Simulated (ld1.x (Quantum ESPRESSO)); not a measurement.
Results of a calculation; reference values are marked as such.
# Pseudopotentials across the periodic table

Generated with ld1.x 7.5 (TM, RRKJ, ultrasoft, PAW), atompaw 4.2 or ONCVPSP 4.0.1. The cutoff is in Ry: for ld1.x and atompaw files where the sum of valence levels is converged to 10 mRy in a Bessel basis, for ONCV files where the hardest occupied wave has 1 mHa per electron of residual kinetic energy. The error is the largest all-electron minus pseudo excitation energy over each file’s own four to seven test configurations (ionisations up to +4, promotions, holes and added fractions of an electron), all of which were solved. The labels leave out finer settings (local radius, basis sizes, second energies), which also bear on the numbers. Spin-polarised tests are not counted. The rows are a selection from randomly drawn settings: files with unsolved tests, undetermined cutoffs or missed reference levels are left out.

A true bound ghost makes a file unfit for plane-wave use even where its test errors are small: the radial tests pick states by their node count and pass the ghost by.

```tsv
element	potential	cutoff (Ry)	largest error (meV)	bound ghosts
B	TM, PBEsol, non-relativistic, rc 1.55/3.10/3.30 (spd), local p, core correction yes, reference 2s2 2p1	18	+274	none
F	TM semilocal, LDA (PZ), scalar-relativistic, rc 0.60/1.80/1.65 (spd), local d, core correction yes, reference 2s2 2p5	180	+1773	none
Si	TM, PBEsol, scalar-relativistic, rc 2.00/1.45 (sp), local smoothed, core correction no, reference 3s1.75 3p2.25	45	+11	none
Cl	ultrasoft, LDA (PZ), scalar-relativistic, rc 1.40/1.00 (sp), local smoothed, core correction no, reference 3s2 3p3	55	+69	p
Se	ultrasoft, PBEsol, scalar-relativistic, rc 1.45/1.50 (sp), local smoothed, core correction no, reference 4s2 4p4	18	-51	none
Pd	TM, LDA (PZ), scalar-relativistic, rc 2.24/2.65/1.15 (spd), local d, core correction no, reference 4d10 5s0 5p0	80	-632	s, p
```

Fill in the row for Hg: TM, PBE, scalar-relativistic, rc 1.95/1.80/1.85/1.75 (spdf), local s, core correction no, reference 5p6 5d9 6s0 6p0.

cutoff 50 Ry, largest error -1442 meV, bound ghosts: none.
